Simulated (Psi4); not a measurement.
H$_{3}$Al, charge +1, doublet, at a GFN2-xTB geometry (such geometries of metal compounds can be far from the true shape) (a state made from the parent by changing its charge; the spin is typed, not shown lowest), atoms displaced at random by about 0.08 Å a coordinate; R2SCAN/6-31G, gradient run with Psi4.

The Psi4 input:
```
memory 2 GB

molecule {
1 2
Al    0.11461056    0.01561365   -0.09098532
H     0.63023920   -0.39177617    1.27022341
H    -0.33028494    1.56454430   -0.32171966
H    -0.31666199   -1.11858384   -1.24606933
symmetry c1
no_reorient
no_com
}

set {
  basis 6-31g
  reference uks
}

gradient('r2scan')
print_variables()
```

Problem. Predict the main parts of the log of this Psi4 run.

Solution. 
```
gradient() will perform analytic gradient computation.

   => Loading Basis Set <=

    Name: 6-31G
    Role: ORBITAL
    Keyword: BASIS

         ---------------------------------------------------------
                                   SCF
               by Justin Turney, Rob Parrish, Andy Simmonett
                          and Daniel G. A. Smith
                              UKS Reference
         ---------------------------------------------------------

  ==> Geometry <==

    Molecular point group: c1
    Full point group: C1

    Geometry (in Angstrom), charge = 1, multiplicity = 2:

       Center              X                  Y                   Z               Mass
    ------------   -----------------  -----------------  -----------------  -----------------
         AL           0.114610560000     0.015613650000    -0.090985320000    26.981538530000
         H            0.630239200000    -0.391776170000     1.270223410000     1.007825032230
         H           -0.330284940000     1.564544300000    -0.321719660000     1.007825032230
         H           -0.316661990000    -1.118583840000    -1.246069330000     1.007825032230

  Running in c1 symmetry.

  Rotational constants: A =      3.97681  B =      3.60798  C =      2.15134 [cm^-1]
  Rotational constants: A = 119221.76438  B = 108164.57853  C =  64495.69828 [MHz]
  Nuclear repulsion =   13.455714302979999

  Charge       = 1
  Multiplicity = 2
  Electrons    = 15
  Nalpha       = 8
  Nbeta        = 7

  ==> Algorithm <==

  SCF Algorithm Type is DF.
  DIIS enabled.
  MOM disabled.
  Fractional occupation disabled.
  Guess Type is SAD.
  Energy threshold   = 1.00e-08
  Density threshold  = 1.00e-08
  Integral threshold = 1.00e-12

  ==> Primary Basis <==

  Basis Set: 6-31G
    Blend: 6-31G
    Number of shells: 13
    Number of basis functions: 19
    Number of Cartesian functions: 19
    Spherical Harmonics?: false
    Max angular momentum: 1

  ==> DFT Potential <==

   => LibXC <=

    Version 7.1.2
    S. Lehtola, C. Steigemann, M. J. T. Oliveira, and M. A. L. Marques,  SoftwareX 7, 1–5 (2018) (10.1016/j.softx.2017.11.002)

   => Composite Functional: R2SCAN <=

    r2SCAN Meta-GGA XC Functional  (0.1021/acs.jpclett.0c02405)
    J. W. Furness, A. D. Kaplan, J. Ning, J. P. Perdew, J. Sun  J. Phys. Chem. Lett.  11, 8208–8215, 2020

    Deriv               =              1
    GGA                 =           TRUE
    Meta                =           TRUE

    Exchange Hybrid     =          FALSE
    MP2 Hybrid          =          FALSE

   => Exchange Functionals <=

    1.0000   XC_MGGA_X_R2SCAN

   => Correlation Functionals <=

    1.0000   XC_MGGA_C_R2SCAN

   => LibXC Density Thresholds  <==

    XC_MGGA_C_R2SCAN:  1.00E-15
    XC_MGGA_X_R2SCAN:  1.00E-11

   => Molecular Quadrature <=

    Radial Scheme          =       TREUTLER
    Pruning Scheme         =           NONE
    Nuclear Scheme         =       TREUTLER

    Blocking Scheme        =         OCTREE
    BS radius alpha        =              1
    Pruning alpha          =              1
    Radial Points          =             75
    Spherical Points       =            302
    Total Points           =          87910
    Total Blocks           =            707
    Max Points             =            256
    Max Functions          =             19
    Weights Tolerance      =       1.00E-15

   => Loading Basis Set <=

    Name: (6-31G AUX)
    Role: JKFIT
    Keyword: DF_BASIS_SCF

  ==> Integral Setup <==

  SCF_SUBTYPE=INCORE selected. In-core MEM_DF algorithm will be used.
  Using in-core AOs.

  ==> MemDFJK: Density-Fitted J/K Matrices <==

    J tasked:                   Yes
    K tasked:                    No
    wK tasked:                   No
    Algorithm:                 Core
    Schwarz Cutoff:           1E-12
    Mask sparsity (%):       0.0000
    Fitting Condition:        1E-10

   => Auxiliary Basis Set <=

  Basis Set: (6-31G AUX)
    Blend: CC-PVDZ-JKFIT
[...]
  @DF-UKS Final Energy:  -243.71688675028452
    Total Energy =                       -243.7168867502845160
[...]

 ------------------------------------------------------------------------------------

         ------------------------------------------------------------
                                   SCF GRAD
                          Rob Parrish, Justin Turney,
                       Andy Simmonett, and Alex Sokolov
         ------------------------------------------------------------

  ==> Geometry <==

    Molecular point group: c1
    Full point group: C1

    Geometry (in Angstrom), charge = 1, multiplicity = 2:

       Center              X                  Y                   Z               Mass
    ------------   -----------------  -----------------  -----------------  -----------------
         AL           0.114610560000     0.015613650000    -0.090985320000    26.981538530000
         H            0.630239200000    -0.391776170000     1.270223410000     1.007825032230
         H           -0.330284940000     1.564544300000    -0.321719660000     1.007825032230
         H           -0.316661990000    -1.118583840000    -1.246069330000     1.007825032230

  Nuclear repulsion =   13.455714302979999

  ==> Basis Set <==

  Basis Set: 6-31G
    Blend: 6-31G
    Number of shells: 13
    Number of basis functions: 19
    Number of Cartesian functions: 19
    Spherical Harmonics?: false
    Max angular momentum: 1

  ==> DFJKGrad: Density-Fitted SCF Gradients <==

    Gradient:                    1
    J tasked:                  Yes
    K tasked:                   No
    wK tasked:                  No
    Integrals threads:           1
    Schwarz Cutoff:          1E-12
    Fitting Condition:       1E-10

   => Auxiliary Basis Set <=

  Basis Set: (6-31G AUX)
    Blend: CC-PVDZ-JKFIT
    Number of shells: 63
    Number of basis functions: 205
    Number of Cartesian functions: 205
    Spherical Harmonics?: false
    Max angular momentum: 3

  ==> DFT Potential <==

   => LibXC <=

    Version 7.1.2
    S. Lehtola, C. Steigemann, M. J. T. Oliveira, and M. A. L. Marques,  SoftwareX 7, 1–5 (2018) (10.1016/j.softx.2017.11.002)

   => Composite Functional: R2SCAN <=

    r2SCAN Meta-GGA XC Functional  (0.1021/acs.jpclett.0c02405)
    J. W. Furness, A. D. Kaplan, J. Ning, J. P. Perdew, J. Sun  J. Phys. Chem. Lett.  11, 8208–8215, 2020

    Deriv               =              1
    GGA                 =           TRUE
    Meta                =           TRUE

    Exchange Hybrid     =          FALSE
    MP2 Hybrid          =          FALSE

   => Exchange Functionals <=

    1.0000   XC_MGGA_X_R2SCAN

   => Correlation Functionals <=

    1.0000   XC_MGGA_C_R2SCAN

   => LibXC Density Thresholds  <==

    XC_MGGA_C_R2SCAN:  1.00E-15
    XC_MGGA_X_R2SCAN:  1.00E-11

   => Molecular Quadrature <=

    Radial Scheme          =       TREUTLER
    Pruning Scheme         =           NONE
    Nuclear Scheme         =       TREUTLER

    Blocking Scheme        =         OCTREE
    BS radius alpha        =              1
    Pruning alpha          =              1
    Radial Points          =             75
    Spherical Points       =            302
    Total Points           =          87910
    Total Blocks           =            707
    Max Points             =            256
    Max Functions          =             19
    Weights Tolerance      =       1.00E-15

  -Total Gradient:
     Atom            X                  Y                   Z
    ------   -----------------  -----------------  -----------------
       1       -0.005535611887     0.025787851878    -0.008537812014
       2       -0.010548947564     0.001273923889    -0.020988488549
       3        0.009863900675    -0.019757807240     0.014761603993
       4        0.006173280633    -0.007214134189     0.014812096165

  Variable Map:
  ----------------------------------------------------------------------------
[...]
  Array Variable Map:
  ----------------------------------------------------------------------------
[...]
[...]
```
